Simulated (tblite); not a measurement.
Question: What does the GFN2-xTB structure of InChI=1S/C4H17NSi3/c1-3-4-5(2)8(6)7/h8H,3-4H2,1-2,6-7H3 look like in three dimensions?

Answer: 
```
atom  x, y, z in Å
C1     3.358   -0.726   -0.405
C2     1.915   -0.752    0.080
C3     1.348    0.664    0.221
N4    -0.054    0.723    0.550
C5    -0.358    0.282    1.887
Si6   -1.259    0.614   -0.696
Si7   -1.583   -1.539   -1.541
Si8   -3.158    1.661    0.125
H9     3.424   -0.248   -1.380
H10    3.984   -0.171    0.291
H11    3.752   -1.736   -0.489
H12    1.864   -1.264    1.043
H13    1.297   -1.307   -0.630
H14    1.912    1.201    0.996
H15    1.486    1.195   -0.723
H16   -1.382    0.558    2.138
H17    0.315    0.768    2.598
H18   -0.260   -0.804    2.010
H19   -0.636    1.444   -1.754
H20   -2.910   -1.689   -2.148
H21   -1.491   -2.573   -0.500
H22   -0.620   -1.965   -2.566
H23   -3.949    2.204   -0.982
H24   -2.963    2.769    1.065
H25   -4.044    0.715    0.817
```

Any rigid rotation of these coordinates is as good. Atoms count from 1 in this order. Si7 (SiH3 silicon) is distorted tetrahedral (angles from 104.4° to 115.4°). Of the pairs four or more bonds apart, Si8···H16 is among the closest relative to their van der Waals radii: 2.90 Å, 88 % of the sum of Bondi's values. N4 (silicon-bound nitrogen) has angles 120.6°, 120.0° and 113.9°, sum 354.5°, 0.21 Å off the plane of its three neighbours. Si6 (SiH silicon) is distorted tetrahedral (angles from 100.7° to 115.5°).

Bonds between heavy atoms (Å): C1–C2 1.523, C2–C3 1.532, C3–N4 1.441, N4–C5 1.440, N4–Si6 1.737, Si6–Si7 2.336, Si6–Si8 2.318.

Structure optimised with GFN2-xTB, isolated species.

Point group: C1 (no symmetry element, even within 0.4 Å). Its GFN2-xTB frequencies are all real (lowest 27 cm⁻¹). One conformer, not necessarily the lowest (C1–C2–C3–N4 174°, C2–C3–N4–C5 70°, C3–N4–Si6–Si7 76°). 3 starts were optimised and ended at 0.00, 0.85 and 1.07 kcal/mol (GFN2-xTB); the lowest of these is shown.

The numbers are calculated, not measured.
